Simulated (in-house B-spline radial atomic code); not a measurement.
**RPA and G0W0 on PBE: Hf4+**

Configuration [Xe] 4f14, mean-field start PBE. Computed with an all-electron radial atomic-structure program (B-spline basis): all electrons, scalar-relativistic (spin-free one-electron X2C), finite nucleus, each spin shell either full or empty, empty states to l = 9 with an (l + 1/2)⁻⁴ tail; G0W0 by contour deformation at full frequency.

Without the two-electron picture change, the correlation of inner shells comes somewhat too large for so heavy an element.

Command:
```bash
python run_gw.py task.json out
```
Settings (radii: box in bohr, nucleus in fm):
```
Z                        72
electrons                68
configuration            [Xe] 4f14
hamiltonian              x2c
method                   pbe,pbe
lmax                     9
rms_radius               5.347
spin_polarised           False
box_radius               11.96
intervals                67
```

Run time, properties included: 3 s on 1 thread of AMD EPYC 9R14, with other jobs on the host.

Energies (hartree):

| term | value |
| --- | --- |
| mean-field total | -15075.88279 |
| Hartree-Fock functional on these orbitals | -15070.80223 |
| direct second order | -7.5997 |
| second-order exchange | 1.8617 |
| SOSEX correction | 1.7062 |

(1) What is the RPA correlation energy, and what remains with SOSEX?

Quasi-particle levels (eV):

```csv
level,occupied,mean field,Σx - vxc,Σc,QP weight,G0W0
4f,yes,-57.88,-16.32,?,?,?
5p,yes,-75.76,-8.29,-0.36,0.930,-84.41
5d,no,-38.72,7.04,-1.71,0.970,-33.40
```

G0W0 = mean field + (Σx - vxc) + Σc, with Σc (partial-wave tail included) taken at the quasi-particle energy. Only the outer levels were computed. Levels of low weight are left out.

(2) Where does G0W0 put 4f?

Results:

(1) RPA gives -6.3634 hartree (-2.55 eV per electron); RPA + SOSEX gives -4.6572, and the second-order doubles -5.738 hartree (no singles). SOSEX takes back 27 % of the RPA value.

(2) At -69.33 eV, with Σc = 4.87 eV and a quasi-particle weight of 0.904. The tabulated removal energy is 68.37 ± 0.04 eV (NIST, semi-empirical); the calculation leaves out spin-orbit coupling, Breit and QED terms, and what these don't explain is the method's own error.
